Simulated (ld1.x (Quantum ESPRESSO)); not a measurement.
## Before and after: TM potential for Rb

ld1.x (Quantum ESPRESSO) 7.5 input, shortened:

```
&input
   title='Rb', zed=37., rel=2, dft='PZ', iswitch=3,
   config='[Kr] 4d0 5s0.75 5p0', rel_dist='average'
 /
 &inputp
   pseudotype=2, tm=.true., lloc=1,
   nlcc=.true., rcore=3.60
 /
3
5S  1  0   0.75   0.00  4.20  4.20  0.0
4D  3  2   0.00   0.00  4.20  4.20  0.0
5P  2  1   0.00   0.00  4.20  4.20  0.0
 &test
   configts(1)='4d0 5s0.75 5p0'
 /
```

Open shells are filled in proportion to 2j + 1 (rel_dist='average').

Change: wave 5s (bound): rc 4.20 bohr becomes 5s (bound): rc 5.06 bohr.

Cutoffs: the cutoffs (Ry, on a coarse ladder) from which the occupation-weighted sum of valence levels, in a spherical-Bessel basis at the reference potential, stays within 10 and 1 mRy of its value at 400 Ry; they do not see the model core or the augmentation charge, which bear on the density cutoff. Errors are all-electron minus pseudo energies relative to the spin-unpolarised reference configuration.

Predict the effect on cutoff, ghosts and configuration errors.

Both files are so soft that the ladder of cutoffs tells neither apart; the bound ghost in s disappears; of the 5 tests that both files solve, the error grows in 2 and shrinks in 1 by more than 15 % and 0.3 meV (median size 1.8 → 2.0 meV).

```csv
quantity,base,changed
"cutoff, loose",6 Ry,6 Ry
"cutoff, tight",6 Ry,6 Ry
bound ghosts,s,none
"error for 4d0 5s1 5p0, meV [ΔE -0.71 eV]",+1.8,+2.1
"error for 4d0 5s0.5 5p0, meV [ΔE 0.95 eV]",+2.0,+2.0
"error for 4d0 5s0 5p1, meV [ΔE 0.91 eV]",-2.5,-6.6
"error for 4d0.5 5s0.5 5p0, meV [ΔE 0.45 eV]",+0.3,+0.1
"error for 4d1 5s0 5p0, meV [ΔE 1.61 eV]",+1.5,-0.1
```

 A true bound ghost makes a file unfit for plane-wave use even where its test errors are small: the radial tests pick states by their node count and pass the ghost by.
